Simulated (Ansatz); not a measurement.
Relaxation of CH$_{7}$ClSSi$_{2}$ (12 atoms, charge 0, multiplicity 1), to a largest force component of 0.015 eV/Å in at most 40 steps.

Method: RKS PBE/def2-SVP (Ansatz).

```xyz
12
Properties=species:S:1:pos:R:3
Si -2.097 0.563 -0.123
S -1.042 -1.160 0.407
C 0.530 -1.009 -0.454
Si 1.891 -0.065 0.545
Cl 1.719 -0.626 2.505
H -1.858 0.919 -1.561
H -1.679 1.727 0.737
H -3.553 0.360 0.054
H 0.433 -0.568 -1.398
H 0.930 -2.031 -0.563
H 1.711 1.324 0.465
H 3.274 -0.449 0.079
```

Question: Where does it end, and by what steps?

Answer: The run converged. After 19 steps the energy has fallen by 0.356 eV; H11 moved furthest, 0.70 Å.

```tsv
step	energy less start (eV)	largest force component (eV/Å)	accepted
0	0.0000	2.268	yes
1	-0.2700	0.900	yes
2	-0.3093	0.231	yes
3	-0.3210	0.085	yes
4	-0.3355	0.093	yes
5	-0.3448	0.169	yes
6	-0.3476	0.077	yes
7	-0.3497	0.035	yes
8	-0.3485	0.094	no
9	-0.3510	0.029	yes
10	-0.3523	0.042	yes
11	-0.3531	0.052	yes
12	-0.3536	0.040	yes
13	-0.3545	0.029	yes
14	-0.3549	0.038	yes
15	-0.3552	0.038	yes
16	-0.3556	0.038	yes
17	-0.3557	0.032	yes
18	-0.3558	0.021	yes
19	-0.3558	0.007	yes
```

```xyz
12
Properties=species:S:1:pos:R:3
Si -2.054 0.635 -0.281
S -1.109 -1.166 0.442
C 0.554 -1.036 -0.364
Si 1.812 -0.085 0.687
Cl 2.162 -1.125 2.456
H -2.080 0.656 -1.788
H -1.364 1.890 0.187
H -3.450 0.585 0.268
H 0.471 -0.592 -1.380
H 0.905 -2.079 -0.505
H 1.294 1.281 1.025
H 3.116 0.023 -0.055
```

Run time: 37 s on 2 threads of AMD EPYC 9R14 (Zen 4) (shared host), peak memory 0.19 GiB.
